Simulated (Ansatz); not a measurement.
Consider the formal exchange of groups at the Se–Ga bond: `[CH3][Ga]([F])[SeH]` + `[CH3][GeH2][Cl]` → `[CH3][GeH]([Cl])[SeH]` + `[CH3][GaH][F]`.

Isolated molecules relaxed with PBE0-D4/def2-TZVP in Ansatz; ΔE leaves out vibrations. CCSD(T)/CBS is the MP2 limit (def2-TZVPP, def2-QZVPP) plus CCSD(T) − MP2 in def2-TZVPP, frozen cores. For Ga, Ge, Se outer-core shells are correlated without core-valence functions, which leaves a few kJ/mol of doubt a bond. Scalar relativity is left out up to krypton. One conformer a species, not always the lowest.

`[CH3][Ga]([F])[SeH]`:

Z-matrix (Å, degrees):
```
C
Ga 1 1.947
H 1 1.090 2 111.4
H 1 1.092 2 109.3 3 120.6
H 1 1.091 2 109.4 3 -121.2
F 2 1.762 1 118.2 3 172.3
Se 2 2.316 1 129.6 3 -7.8
H 7 1.469 2 90.6 1 -179.7
```

`[CH3][GeH2][Cl]`:

Z-matrix (Å, degrees):
```
C
Ge 1 1.940
H 1 1.090 2 109.8
H 1 1.090 2 109.8 3 120.0
H 1 1.092 2 109.9 3 -120.0
Cl 2 2.165 1 107.5 3 -59.9
H 2 1.536 1 112.8 3 56.8
H 2 1.536 1 112.8 3 -176.6
```

`[CH3][GeH]([Cl])[SeH]`:

Cartesian coordinates in Å:
```
C 0.018 0.539 1.127
Ge -0.584 -0.370 -0.477
Cl -1.295 1.168 -1.826
Se 1.127 -1.615 -1.490
H 0.368 -0.193 1.855
H 0.833 1.218 0.875
H -0.807 1.114 1.548
H -1.753 -1.343 -0.274
H 2.093 -0.519 -1.338
```

`[CH3][GaH][F]`:

Z-matrix (Å, degrees):
```
C
Ga 1 1.950
H 1 1.091 2 110.1
H 1 1.093 2 109.4 3 -118.5
H 1 1.091 2 111.7 3 122.0
F 2 1.767 1 114.1 3 28.2
H 2 1.559 1 133.5 3 -152.5
```

| species | CCSD(T)/CBS(def2) energy (Eh) |
| --- | --- |
| `[CH3][Ga]([F])[SeH]` | -4464.99266 |
| `[CH3][GeH2][Cl]` | -2576.99593 |
| `[CH3][GeH]([Cl])[SeH]` | -4977.73636 |
| `[CH3][GaH][F]` | -2064.23430 |

**Question.** Work out ΔE.

**Answer.** ΔE = (-4977.73636) + (-2064.23430) − (-4464.99266) − (-2576.99593) = 0.01793 Eh = +0.49 eV.

Largest T1 diagnostic among the species: 0.013.

At CCSD(T), def2-SVP lies +0.08 eV from the extrapolated value and def2-TZVPP +0.00 eV. Leaving LDA and LC-ωPBE aside and taking each functional with its dispersion term where it has one, the values, not all of them listed here, spread over 0.07 eV, from revPBE-D4 to PBE-QIDH. From BLYP to BHLYP (50 % exact exchange), in def2-TZVPP and without D4, ΔE moves by +0.04 eV.
